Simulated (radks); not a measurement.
The numbers below are computed, except where a source is named.
Species: W XXXVI. Configuration: [Kr] 4d3. Level of theory: scalar-relativistic Kohn-Sham, MS2 meta-GGA, spin-polarised, spherical densities, finite nucleus; open shells are filled with parallel spins first (spin-orbit coupling, left out, can overturn this in heavy ions); meta-GGA in the generalised Kohn-Sham scheme; Fermi nuclear charge, rms radius 5.3658 fm (a radial shooting solver on a logarithmic mesh with Libxc functionals).

Unscreened Slater integrals over Kohn-Sham orbitals (cm^-1). They are taken over the spin-up orbitals. Empty in this configuration: 5s.

integral,value
"F0(4d,4d)",464220
"F2(4d,4d)",237430
"F4(4d,4d)",161940
"F0(4d,4p)",463840
"F2(4d,4p)",238670
"G1(4d,4p)",296850
"G3(4d,4p)",190470
"F0(4d,4s)",470970
"G2(4d,4s)",235940
"F0(4d,3d)",595650
"F2(4d,3d)",173740
"F4(4d,3d)",86953
"G0(4d,3d)",55187
"G2(4d,3d)",70193
"G4(4d,3d)",55317
"F0(4d,5s)",324120
"G2(4d,5s)",36488
"F0(4p,4p)",464690
"F2(4p,4p)",243140
"F0(4p,4s)",471660
"G1(4p,4s)",319640
"F0(4p,3d)",589650
"F2(4p,3d)",167090
"G1(4p,3d)",53896
"G3(4p,3d)",54414
"F0(4p,5s)",324210
"G1(4p,5s)",32790
"F0(4s,4s)",479270
"F0(4s,3d)",601980
"G2(4s,3d)",55802
"F0(4s,5s)",326340
"G0(4s,5s)",24166
"F0(3d,3d)",1105100
"F2(3d,3d)",564170
"F4(3d,3d)",363220
"F0(3d,5s)",369240
"G2(3d,5s)",18150
"F0(5s,5s)",273250

Derived for the open shells (J is the average intra-shell exchange parameter used in DFT+U). 4d: Racah B = F2/49 - 5 F4/441 = 3010 cm^-1, C = 35 F4/441 = 12850 cm^-1, C/B = 4.27, F4/F2 = 0.682, J = (F2 + F4)/14 = 28530 cm^-1.
